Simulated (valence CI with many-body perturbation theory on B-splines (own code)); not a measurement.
E1 line list for Pt VI

Calculated by valence CI with perturbative core correlation (CI+MBPT): five valence electrons over a frozen Dirac-Fock core [Xe] 4f14, a basis of 7 s, 7 p, 8 d, 6 f, 4 g, 1 h functions for each j, with the one-electron correlation potential Σ1, the two-electron term Σ2, the three-electron term Σ3, Breit, model QED; selected CI, second order for the rest (own B-spline code, finite nucleus).

No measured spectrum was set against this ion. As an estimate, terms of the open shell hold to 2 to 4 % of their energy, and close levels can change places; different configurations can be misplaced against each other by 1,000 to 8,000 cm⁻¹. Among the levels kept, up to 2100 cm⁻¹ of a level comes from second order outside the variational space, and about a tenth of that is noise between levels of different J, which matters for small intervals.

Lines 51 to 100 of 553 in falling wavelength, among levels below 267030 cm⁻¹, chosen from the strongest by gf and those to the six lowest levels. Wavelengths and rates use the calculated energies, so an error of 2000 cm⁻¹ moves a line at 127.8 nm by 2.6 % and its rate by three times that or more. Electric multipoles are in the length gauge, E1 and E2 with the static RPA response of the core. Weak lines are less certain than strong ones. Lines between different terms over intervals too small for the method are left out, as are lines whose strength nearly cancels. Where a level lies close to another of its J and parity, the split of strength between their lines is uncertain. The highest levels of a list are the least certain.

Levels are named by their leading jj configuration (3d3/2^4 stands for four electrons in 3d with j = 3/2), which in mixed levels can hold well under half, so a name can repeat and another be missing. Letters in brackets count levels of one name in rising energy.

```
λ vac (nm)                               Upper                            Lower   A (s⁻¹)  S (a.u.) with core polarisation  S without
     127.8     (5d3/2 5d5/2^3 6p1/2) J=3/2 [b]   (5d3/2^2 5d5/2^2 6s) J=5/2 [g]  3.12e+08                         1.29e+00   1.56e+00
     127.8   (5d3/2^2 5d5/2^2 6p1/2) J=9/2 [d]   (5d3/2^2 5d5/2^2 6s) J=9/2 [c]  1.48e+08                         1.52e+00   1.84e+00
     127.5     (5d3/2 5d5/2^3 6p1/2) J=1/2 [b]     (5d3/2 5d5/2^3 6s) J=1/2 [b]  6.59e+08                         1.35e+00   1.62e+00
     127.1  (5d3/2^2 5d5/2^2 6p3/2) J=11/2 [a]     (5d3/2 5d5/2^3 6s) J=9/2 [b]  7.61e+07                         9.26e-01   1.11e+00
     126.9     (5d3/2 5d5/2^3 6p1/2) J=5/2 [c]     (5d3/2 5d5/2^3 6s) J=7/2 [c]  2.87e+08                         1.74e+00   2.10e+00
     126.9   (5d3/2^2 5d5/2^2 6p1/2) J=7/2 [a]   (5d3/2^2 5d5/2^2 6s) J=9/2 [a]  3.62e+08                         2.92e+00   3.54e+00
     126.5     (5d3/2 5d5/2^3 6p1/2) J=5/2 [d]     (5d3/2 5d5/2^3 6s) J=7/2 [c]  1.97e+08                         1.18e+00   1.42e+00
     126.5   (5d3/2^2 5d5/2^2 6p1/2) J=5/2 [e]   (5d3/2^2 5d5/2^2 6s) J=5/2 [d]  3.05e+08                         1.83e+00   2.21e+00
     126.2   (5d3/2^2 5d5/2^2 6p3/2) J=7/2 [e]     (5d3/2 5d5/2^3 6s) J=9/2 [b]  1.37e+08                         1.09e+00   1.32e+00
     126.2   (5d3/2^2 5d5/2^2 6p1/2) J=9/2 [a]   (5d3/2^2 5d5/2^2 6s) J=9/2 [a]  3.73e+08                         3.69e+00   4.47e+00
     126.2   (5d3/2^2 5d5/2^2 6p1/2) J=7/2 [d]   (5d3/2^2 5d5/2^2 6s) J=7/2 [c]  1.44e+08                         1.14e+00   1.38e+00
     126.1        (5d3/2 5d5/2^3 6p1/2) J=13/2        (5d3/2 5d5/2^3 6s) J=13/2  3.91e+08                         5.41e+00   6.55e+00
     126.0     (5d3/2 5d5/2^3 6p1/2) J=5/2 [a]     (5d3/2 5d5/2^3 6s) J=7/2 [a]  1.72e+08                         1.02e+00   1.24e+00
     125.9  (5d3/2^2 5d5/2^2 6p1/2) J=11/2 [a]  (5d3/2^2 5d5/2^2 6s) J=11/2 [a]  5.08e+08                         6.01e+00   7.28e+00
     125.9   (5d3/2^2 5d5/2^2 6p1/2) J=5/2 [c]   (5d3/2^2 5d5/2^2 6s) J=5/2 [c]  2.79e+08                         1.65e+00   1.99e+00
     125.6   (5d3/2^2 5d5/2^2 6p1/2) J=7/2 [c]   (5d3/2^2 5d5/2^2 6s) J=9/2 [c]  2.53e+08                         1.98e+00   2.40e+00
     125.3               (5d3/2^4 6p1/2) J=1/2               (5d3/2^4 6s) J=1/2  9.01e+08                         1.75e+00   2.11e+00
     125.2     (5d3/2 5d5/2^3 6p1/2) J=9/2 [c]     (5d3/2 5d5/2^3 6s) J=9/2 [b]  1.82e+08                         1.76e+00   2.12e+00
     125.1      (5d3/2^2 5d5/2^2 6p1/2) J=13/2      (5d3/2^2 5d5/2^2 6s) J=13/2  5.37e+08                         7.27e+00   8.79e+00
     125.0   (5d3/2^2 5d5/2^2 6p3/2) J=7/2 [f]     (5d3/2 5d5/2^3 6s) J=7/2 [c]  1.84e+08                         1.42e+00   1.71e+00
     124.9     (5d3/2 5d5/2^3 6p1/2) J=9/2 [a]   (5d3/2^2 5d5/2^2 6s) J=9/2 [d]  2.07e+08                         1.99e+00   2.40e+00
     124.2    (5d3/2 5d5/2^3 6p1/2) J=11/2 [a]    (5d3/2 5d5/2^3 6s) J=11/2 [a]  2.49e+08                         2.83e+00   3.42e+00
     124.1         (5d3/2^3 5d5/2 6p1/2) J=1/2     (5d3/2^3 5d5/2 6s) J=3/2 [a]  7.47e+08                         1.41e+00   1.71e+00
     123.7  (5d3/2^2 5d5/2^2 6p3/2) J=13/2 [a]    (5d3/2 5d5/2^3 6s) J=11/2 [b]  9.82e+07                         1.29e+00   1.53e+00
     123.7   (5d3/2^2 5d5/2^2 6p1/2) J=3/2 [e]   (5d3/2^2 5d5/2^2 6s) J=5/2 [f]  3.38e+08                         1.26e+00   1.52e+00
     123.6     (5d3/2 5d5/2^3 6p1/2) J=9/2 [b]    (5d3/2 5d5/2^3 6s) J=11/2 [a]  3.74e+08                         3.48e+00   4.23e+00
     123.5   (5d3/2^2 5d5/2^2 6p1/2) J=7/2 [e]   (5d3/2^2 5d5/2^2 6s) J=9/2 [d]  2.25e+08                         1.68e+00   2.03e+00
     123.4    (5d3/2 5d5/2^3 6p1/2) J=11/2 [c]        (5d3/2 5d5/2^3 6s) J=13/2  3.71e+08                         4.13e+00   5.00e+00
     123.4   (5d3/2^2 5d5/2^2 6p1/2) J=7/2 [d]   (5d3/2^2 5d5/2^2 6s) J=9/2 [c]  2.84e+08                         2.11e+00   2.55e+00
     123.2  (5d3/2^2 5d5/2^2 6p3/2) J=11/2 [a]    (5d3/2 5d5/2^3 6s) J=11/2 [b]  1.31e+08                         1.45e+00   1.74e+00
     122.8   (5d3/2^2 5d5/2^2 6p1/2) J=5/2 [f]   (5d3/2^2 5d5/2^2 6s) J=7/2 [c]  1.91e+08                         1.04e+00   1.27e+00
     122.7   (5d3/2^2 5d5/2^2 6p1/2) J=9/2 [b]  (5d3/2^2 5d5/2^2 6s) J=11/2 [a]  4.56e+08                         4.16e+00   5.03e+00
     122.5         (5d3/2^3 5d5/2 6p1/2) J=5/2         (5d3/2^3 5d5/2 6s) J=5/2  1.72e+08                         9.37e-01   1.13e+00
     122.4   (5d3/2^2 5d5/2^2 6p1/2) J=5/2 [c]   (5d3/2^2 5d5/2^2 6s) J=3/2 [a]  1.79e+08                         9.71e-01   1.17e+00
     122.4   (5d3/2^2 5d5/2^2 6p1/2) J=3/2 [d]   (5d3/2^2 5d5/2^2 6s) J=5/2 [d]  3.76e+08                         1.36e+00   1.64e+00
     122.2   (5d3/2^2 5d5/2^2 6p1/2) J=5/2 [c]     (5d3/2^3 5d5/2 6s) J=7/2 [b]  3.05e+08                         1.65e+00   1.99e+00
     121.8     (5d3/2 5d5/2^3 6p1/2) J=9/2 [d]               (5d5/2^4 6s) J=9/2  1.64e+08                         1.46e+00   1.76e+00
     121.7   (5d3/2^2 5d5/2^2 6p1/2) J=7/2 [a]     (5d3/2^3 5d5/2 6s) J=7/2 [a]  2.96e+08                         2.11e+00   2.55e+00
     121.7         (5d3/2^3 5d5/2 6p1/2) J=9/2         (5d3/2^3 5d5/2 6s) J=9/2  4.90e+08                         4.36e+00   5.28e+00
     121.5    (5d3/2 5d5/2^3 6p1/2) J=11/2 [b]    (5d3/2 5d5/2^3 6s) J=11/2 [a]  9.18e+07                         9.76e-01   1.18e+00
     121.5         (5d3/2^3 5d5/2 6p1/2) J=3/2     (5d3/2^3 5d5/2 6s) J=3/2 [a]  6.84e+08                         2.42e+00   2.93e+00
     121.1   (5d3/2^2 5d5/2^2 6p1/2) J=9/2 [a]     (5d3/2^3 5d5/2 6s) J=7/2 [a]  3.14e+08                         2.76e+00   3.32e+00
     120.8   (5d3/2^2 5d5/2^2 6p3/2) J=7/2 [a]   (5d3/2^2 5d5/2^2 6s) J=5/2 [b]  1.24e+08                         8.63e-01   1.02e+00
     120.7   (5d3/2^2 5d5/2^2 6p3/2) J=9/2 [a]    (5d3/2 5d5/2^3 6s) J=11/2 [a]  1.62e+08                         1.40e+00   1.70e+00
     120.6      (5d3/2^2 5d5/2^2 6p1/2) J=13/2  (5d3/2^2 5d5/2^2 6s) J=11/2 [a]  1.31e+08                         1.59e+00   1.92e+00
     120.6   (5d3/2^2 5d5/2^2 6p1/2) J=1/2 [b]   (5d3/2^2 5d5/2^2 6s) J=3/2 [b]  5.01e+08                         8.67e-01   1.04e+00
     120.6   (5d3/2^2 5d5/2^2 6p1/2) J=5/2 [a]   (5d3/2^2 5d5/2^2 6s) J=5/2 [a]  6.16e+08                         3.20e+00   3.87e+00
     120.5     (5d3/2^3 5d5/2 6p1/2) J=7/2 [a]   (5d3/2^2 5d5/2^2 6s) J=7/2 [a]  5.51e+08                         3.81e+00   4.62e+00
     120.4  (5d3/2^2 5d5/2^2 6p1/2) J=11/2 [b]      (5d3/2^2 5d5/2^2 6s) J=13/2  3.51e+08                         3.63e+00   4.40e+00
     120.0     (5d3/2 5d5/2^3 6p1/2) J=9/2 [c]     (5d3/2 5d5/2^3 6s) J=9/2 [a]  1.05e+08                         8.96e-01   1.08e+00
```
